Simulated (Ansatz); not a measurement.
Correlation energies of CH₇B₂N, SMILES `BCBN` by basis set

```xyz
11

B    -0.355    1.473    0.670
C     0.759    0.430    0.467
B    -0.048   -0.887    0.097
N    -0.259   -1.253   -1.228
H    -0.660    2.228   -0.211
H    -0.990    1.504    1.686
H     1.461    0.683   -0.331
H     1.285    0.209    1.401
H    -0.519   -1.585    0.949
H    -0.762   -2.081   -1.492
H     0.087   -0.722   -2.010
```

Total charge 0; spin multiplicity 1. The structure was optimised at the PBE0-D4/def2-TZVP level. It is one conformer, not always the lowest. Frozen core, restricted reference, the Gaussian-basis code of Ansatz. CBS rows extrapolate triple and quadruple zeta; past MP2 they add the triple-zeta difference.

| basis | HF (Eh) | MP2 corr. | CCSD corr. | (T) | CCSD(T) total |
| --- | --- | --- | --- | --- | --- |
| def2-SVP | -145.68864 | -0.48566 | -0.53668 | ? | ? |
| def2-TZVPP | -145.85138 | ? | -0.63882 | -0.02411 | ? |
| def2-QZVPP | ? | ? | – | – | – |
| CBS(def2) | -145.85964 | -0.66307 | -0.70647 | as TZ | -146.59022 |

Problem. Fill in the withheld values. (Estimate.)

Solution. Computed: def2-SVP (T): -0.01531; def2-SVP CCSD(T) total: -146.24063; def2-TZVPP MP2 corr.: -0.59542; def2-TZVPP CCSD(T) total: -146.51431; def2-QZVPP HF (Eh): -145.85864; def2-QZVPP MP2 corr.: -0.63428.
